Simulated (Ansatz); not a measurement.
Energy profile

The step: SiH₃BrO ([OH][SiH2][Br]) + H₂O → SiH₄O₂ ([OH][SiH2][OH]) + HBr; bonds formed: Si1–O7, Br2–H6; bonds broken: Si1–Br2, H6–O7 (atoms numbered as in the saddle structure below).

Si1  (-0.510, -0.269, 0.234)
Br2  (0.502, -2.442, -0.356)
H3  (-1.742, -0.729, -0.449)
H4  (-0.298, -0.528, 1.668)
O5  (-0.790, 1.393, 0.200)
H6  (1.826, -0.467, -0.432)
O7  (1.169, 0.252, -0.473)
H8  (-1.633, 1.655, -0.169)
H9  (1.474, 1.135, -0.223)
(Å)

Electronic energies by CCSD(T) at an estimated basis limit (MP2 extrapolated from triple and quadruple zeta, plus CCSD(T) − MP2 in triple zeta), on PBE0-D4/def2-TZVP structures; SiH5BrO2, singlet; no counterpoise correction. Ansatz 0.2.0; basis: def2-TZVPP and def2-QZVPP; cores frozen in the correlated methods. Filled d shells of the heavier atoms are correlated. The def2 sets are not built for correlating such inner shells, so the correlated values are less sure here. Extrapolation: Hartree–Fock as exp(−7.88 √X), correlation as X^−2.97.

Give the profile in kcal/mol, counted from the separated reactants. (An estimate is asked for; the value comes from the calculation.)

By the calculation:
```tsv
point	kcal/mol
separated: SiH3BrO (linked as [OH][SiH2][Br]; Si1, Br2, H3, H4, O5, H8; singlet) + H2O (H6, O7, H9; singlet)	0.00
start structure	-3.60
saddle	13.13
end structure	-6.00
separated: SiH4O2 (linked as [OH][SiH2][OH]; Si1, H3, H4, O5, O7, H8, H9; singlet) + HBr (Br2, H6; singlet)	-0.96
```

T1 diagnostic: at most 0.012.

The step is the kind of ligand exchange by which a precursor binds to a hydroxyl group, or is hydrolysed, in atomic layer deposition of oxides.

For scale, one of the runs: CCSD(T)/def2-TZVPP, 222 basis functions, launched by `ansatz run in.yaml --threads 4 --pin off --events-out ev --progress --plain --max-ram 9574MiB`. Time: 2.2 min of wall clock on 4 CPU threads of an Arm Neoverse V2; the host was shared. Peak host memory: 3.6 GiB.
